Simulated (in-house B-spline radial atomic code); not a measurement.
A run on an ion of nuclear charge 43 with 43.8 electrons that did not converge. Method: scalar-relativistic (X2C) r2SCAN0, spin-polarised, spherical fractional occupations, Fermi nucleus of rms radius 4.41117 fm; computed with a B-spline radial code for spherical atoms.

Command:
```bash
python run_scf.py task.json out
```
Settings (nuclear radius in fm, mass in u):
```
Z                43
configuration    [Kr] 4d5.8 5s2
hamiltonian      x2c
method           r2scan0
spin_polarised   True
nucleus          fermi
rms_radius       4.41117
atomic_mass      96.90636
speed_of_light   137.035999084
```

First and last ten iterations of the last attempt (damped for 15 steps, keeping 80 % of the old Fock matrix, then DIIS):
```
 iter        energy (Eh)    residual
    1       -4285.247796    9.65e-02
    2       -4285.134001    4.57e-02
    3       -4285.235596    2.73e-02
    4       -4285.278252    1.58e-02
    5       -4285.298223    1.34e-02
    6       -4285.282558    1.43e-02
    7       -4285.296908    1.38e-02
    8       -4285.284299    1.37e-02
    9       -4285.296412    1.39e-02
   10       -4285.285085    1.35e-02
  111       -4285.284404    1.39e-02
  112       -4285.279219    1.56e-02
  113       -4285.279017    1.58e-02
  114       -4285.300051    9.56e-03
  115       -4285.281878    1.49e-02
  116       -4285.280930    1.52e-02
  117       -4285.280287    1.54e-02
  118       -4285.280460    1.54e-02
  119       -4285.298478    1.12e-02
  120       -4285.294947    1.22e-02
 not converged after 120 iterations
```

The smallest residual met was 8.7e-03; the threshold is about 4e-07. No energy from this run should be used. The likely cause: this method binds the added charge weakly or not at all at the basis-set limit, so charge moves back and forth between the atom and the box. Time taken, with all properties: 10 s on 1 thread of Intel(R) Xeon(R) Platinum 8375C CPU @ 2.90GHz, with other jobs on the host.
